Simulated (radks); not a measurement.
The numbers below are computed, except where a source is named.
Question: Tb45+, configuration [Ar] 3d1 6d1 (not the ground configuration). Code: a radial shooting solver on a logarithmic mesh with Libxc functionals. Model: scalar-relativistic Kohn-Sham, PBEsol, spin-polarised, spherical densities, point nucleus; open shells are filled with parallel spins first (spin-orbit coupling, left out, can overturn this in heavy ions). Some entries of the table are withheld. Estimate them.

orbital  occ.  eigenvalue (eV)  <1/r> (bohr^-1)
1s up       1        -54690.12            73.09
1s down     1        -54690.03            73.09
2s up       1        -11373.38            17.11
2s down     1        -11367.63            17.12
2p up       3        -10433.99            15.91
2p down     3        -10429.53            15.92
3s up       1        -4295.763            6.784
3s down     1        -4289.750            6.777
3p up       3        -4009.381            6.415
3p down     3        -4003.143            6.409
3d up       1        -3701.855            6.112
3d down     0        -3693.844            6.108
6d up       1              (1)            1.369

Answer: 
(1) 6d up eigenvalue (eV): -842.7001
